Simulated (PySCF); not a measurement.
C2H7NPb, SMILES [PbH][N](C)C (connectivity only; charge and spin as stated), neutral, multiplicity 1.

Coordinates come from a B3LYP-D3(BJ)/def2-SVP optimisation. The def2 effective core potentials stand for the cores of Pb; spin–orbit coupling is left out.

The numbers are results of TDA-PBE/def2-SVPD in PySCF, not measurements.

Vertical excitations. The molecule is in vacuum. State labels are in the subgroup Cs.

Computed lowest excited states:
```tsv
state	symmetry	energy (eV)	λ (nm)	f	main pairs
S1	A"	3.24	383	0.010	HOMO−1→LUMO 99 %
S2	A'	3.64	341	0.195	HOMO→LUMO 89 %
S3	A"	4.36	284	0.004	HOMO→LUMO+1 91 %
S4	A"	4.56	272	0.003	HOMO−2→LUMO 87 %
S5	A"	4.77	260	0.003	HOMO→LUMO+2 92 %
S6	A'	5.24	237	0.068	HOMO−1→LUMO+1 84 %
S7	A'	5.47	227	0.170	HOMO−1→LUMO+2 82 %
S8	A"	5.55	223	0.002	HOMO→LUMO+3 100 %
S9	A"	6.05	205	0.080	HOMO→LUMO+4 98 %
S10	A"	6.15	201	0.002	HOMO−3→LUMO 93 %
T1	A'	1.89	655	0	HOMO→LUMO 100 %
T2	A"	2.65	469	0	HOMO−1→LUMO 100 %
T3	A"	4.04	307	0	HOMO→LUMO+1 67 %, HOMO−2→LUMO 31 %
T4	A"	4.29	289	0	HOMO−2→LUMO 67 %, HOMO→LUMO+1 32 %
```
Triplets are in the Tamm–Dancoff approximation.
